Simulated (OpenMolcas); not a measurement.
Computed levels of 3d4 in ions with 22 electrons, in cm-1 above 5D0.

```
Program             : OpenMolcas 26.06
Method              : SS-CASPT2, IPEA 0.25 Eh, imaginary shift 0.1 Eh
Basis               : ANO-R3
Scalar Hamiltonian  : X2C, finite nucleus
Spin-orbit coupling : state interaction with AMFI integrals over the reference wave functions, term energies averaged over their components
```

Active space for each ion: 4 electrons in 5 orbitals (3d); closed shells correlated by CASPT2: 3s 3p.

```csv
Level,V+,Cr2+,Mn3+,Co5+,Ni6+,Cu7+
5D1,39.7,66.1,102,209,287,386
5D2,118,195,301,610,830,1107
5D3,231,383,588,1176,1587,2100
5D4,376,624,953,1880,2520,3300
3P0(1),10410,16450,20460,27210,30240,33040
3P1(1),10640,16850,21080,28460,31950,35310
3P2(1),11060,17550,22140,30530,34680,38830
3H4,11800,17330,21170,28470,31900,35200
3H5,11880,17470,21390,28940,32550,36110
```

Task: Estimate 5D4, 3P0(1), 3P1(1) for Fe4+ from its neighbours Mn3+ and Co5+.

Result: 5D4 is fine structure, which grows about as the fourth power of a screened charge, so the fourth roots are averaged: ((953^0.25 + 1880^0.25) / 2)^4 = 1358. The calculation gives 1371, so the estimate is off by -0.9 %; the measured value is 1283 (Corliss and Sugar, J. Phys. Chem. Ref. Data 11, 135 (1982)).
3P0(1) is another term, which grows about linearly with the charge: (20460 + 27210) / 2 = 23835. The calculation gives 24010, so the estimate is off by -0.7 %; the measured value is 24055 (Corliss and Sugar, J. Phys. Chem. Ref. Data 11, 135 (1982)).
3P1(1) is another term, which grows about linearly with the charge: (21080 + 28460) / 2 = 24770. The calculation gives 24910, so the estimate is off by -0.6 %; the measured value is 24973 (Corliss and Sugar, J. Phys. Chem. Ref. Data 11, 135 (1982)).

CASPT2 does not keep the components of a term degenerate, so their means are used; among the terms shown or strongly mixed into the levels shown the widest spread is 260 cm-1 (3d4 3H, V+). Some high roots are left out of the spin-orbit mixing, which shifts the levels that they would mix with (holds for V+). Measured partners are found by configuration, term and J. A level has none where our copy of the source lacks it or the pairing is in doubt (some pairs that miss far off the trend of their configuration count as doubtful), and it then counts in no deviation. Only configurations of the active space appear.

A number in round brackets counts repeated terms of one configuration in the order of the reference energies.
